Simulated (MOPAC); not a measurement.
Input file for MOPAC: PM7 on SiC, 2S+1 = 3, a point of a bond scan (R = 1.371 Å).

```
PM7 1SCF PRECISE CHARGE=0 UHF MS=1 THREADS=1
CSi

Si    -0.00000000 1    -0.00000000 1    -0.51408316 1
C      0.00000000 1     0.00000000 1     0.85680526 1
```

The log:

```
*******************************************************************************
 **                                                                           **
 **                              MOPAC v23.2.5                                **
 **                                                                           **
 *******************************************************************************
 ** MOPAC's Digital Object Identifier: https://doi.org/10.5281/zenodo.6511958 **
 **                                                                           **
 ** Please cite the open-source release paper for use of this MOPAC version:  **
 ** J. E. Moussa and J. J. P. Stewart (2026)                                  **
 ** MOPAC: An open-source semiempirical molecular orbital program             **
 ** J. Open Source Softw., 11(119), 8025, https://doi.org/10.21105/joss.08025 **
 *******************************************************************************

                              PM7 CALCULATION RESULTS

 *******************************************************************************
 *  PM7        - The PM7 Hamiltonian to be used
 *  UHF        - UNRESTRICTED HARTREE-FOCK CALCULATION
 *
 *
 *
 *                 CHARGE ON SYSTEM = 0
 *
 *
 *
 *  MS=        - IN MECI, MAGNETIC COMPONENT OF SPIN =  1.0
 *  PRECISE    - TIGHTER CRITERIA TO BE USED
 *  1SCF       - DO 1 SCF AND THEN STOP
 *  THREADS=1  - MULTI-THREADING NOT USED
 *  T=         - A TIME OF 172800.0 SECONDS REQUESTED
 *  DUMP=N     - RESTART FILE WRITTEN EVERY 7200.0 SECONDS REQUESTED
 *******************************************************************************
PM7 1SCF PRECISE CHARGE=0 UHF MS=1 THREADS=1
 CSi

   ATOM   CHEMICAL          X               Y               Z
  NUMBER   SYMBOL      (ANGSTROMS)     (ANGSTROMS)     (ANGSTROMS)

     1      Si         -0.00000000  *  -0.00000000  *  -0.51408316  *
     2       C          0.00000000  *   0.00000000  *   0.85680526  *



          CARTESIAN COORDINATES

    NO.       ATOM           X           Y           Z

     1        Si         -0.0000     -0.0000     -0.5141
     2         C          0.0000      0.0000      0.8568

 General Reference for PM7:
 "Optimization of Parameters for Semiempirical Methods VI: More Modifications to the
 NDDO Approximations and Re-optimization of Parameters", J. J. P. Stewart, J. Mol. Mod., 1:32, 19 (2013)
 https://link.springer.com/article/10.1007/s00894-012-1667-x

           Empirical Formula: C Si  =     2 atoms



      MOLECULAR POINT GROUP   :   C*v


          UHF CALCULATION, NO. OF ALPHA ELECTRONS =    5
                           NO. OF BETA  ELECTRONS =    3

 -------------------------------------------------------------------------------
 PM7 1SCF PRECISE CHARGE=0 UHF MS=1 THREADS=1
 CSi



     1SCF WAS SPECIFIED, SO BFGS WAS NOT USED
     SCF FIELD WAS ACHIEVED


                              PM7 CALCULATION
                                                       MOPAC v23.2.5 Linux




          FINAL HEAT OF FORMATION =        172.17522 KCAL/MOL =     720.38114 KJ/MOL


          COSMO AREA              =         84.45 SQUARE ANGSTROMS
          COSMO VOLUME            =         71.30 CUBIC ANGSTROMS

          IONIZATION POTENTIAL    =          9.952603 EV
          ALPHA SOMO LUMO (EV)    =         -9.953 -0.275
          BETA  SOMO LUMO (EV)    =        -10.552 -0.402
          NO. OF ALPHA ELECTRONS  =          5
          NO. OF BETA  ELECTRONS  =          3
          MOLECULAR WEIGHT        =         40.0965         POINT GROUP:  C*v

          MOLECULAR DIMENSIONS (Angstroms)

            Atom       Atom       Distance
            C     2   Si     1     1.37089
            C     2   Si     1     0.00000
           Si     1    C     2     0.00000


          SCF CALCULATIONS        =          1





   ATOM   CHEMICAL          X               Y               Z
  NUMBER   SYMBOL      (ANGSTROMS)     (ANGSTROMS)     (ANGSTROMS)

     1      Si         -0.00000000  *  -0.00000000  *  -0.51408316  *
     2       C          0.00000000  *   0.00000000  *   0.85680526  *

                             CARTESIAN COORDINATES

   1   Si       -0.000000000    -0.000000000    -0.514083160
   2    C        0.000000000     0.000000000     0.856805260


           Empirical Formula: C Si  =     2 atoms



      MOLECULAR POINT GROUP   :   C*v


          ALPHA EIGENVALUES
 -23.02355 -11.18135 -11.03132 -11.03132  -9.95260  -0.27461  -0.27461   6.14491
  18.42440  18.42440  19.04941  19.04941  19.31536


           BETA EIGENVALUES
 -22.74282 -10.55160 -10.55160  -0.40218   0.39790   0.39790   0.49423   5.55636
  18.94818  18.94818  19.74097  19.74097  20.23717


              NET ATOMIC CHARGES AND DIPOLE CONTRIBUTIONS

  ATOM NO.   TYPE          CHARGE      No. of ELECS.   s-Pop       p-Pop       d-Pop
    1         Si          -0.108404        4.1084     0.74000     3.27807     0.09034
    2          C           0.108404        3.8916     1.35907     2.53253
 DIPOLE           X         Y         Z       TOTAL
 POINT-CHG.     0.000     0.000     0.714     0.714
 HYBRID         0.000     0.000    -1.431     1.431
 SUM            0.000     0.000    -0.717     0.717


          ATOMIC ORBITAL ELECTRON POPULATIONS

     Atom    s        px        py        pz      x^2-y^2     xz        z^2       yz        xy
    1 Si   0.74000   1.14749   1.14749   0.98308   0.00000   0.02569   0.03895   0.02569   0.00000
    2  C   1.35907   0.82682   0.82682   0.87890


                    (SZ)    =    1.000000
                    (S**2)  =    2.015977


          ATOMIC ORBITAL SPIN POPULATIONS

    Atom   Total    s     px     py     pz   x^2-y^2  xz     z^2    yz     xy
         Atomic
    1 Si  0.8505  0.363 -0.085 -0.085  0.650  0.000  0.001  0.007  0.001  0.000
    2  C  1.1495  0.194  0.085  0.085  0.786

 **********************
 *                    *
 * JOB ENDED NORMALLY *
 *                    *
 **********************




 == MOPAC DONE ==
```

The run finished.

Cost: around 0.020 core-seconds (rough).
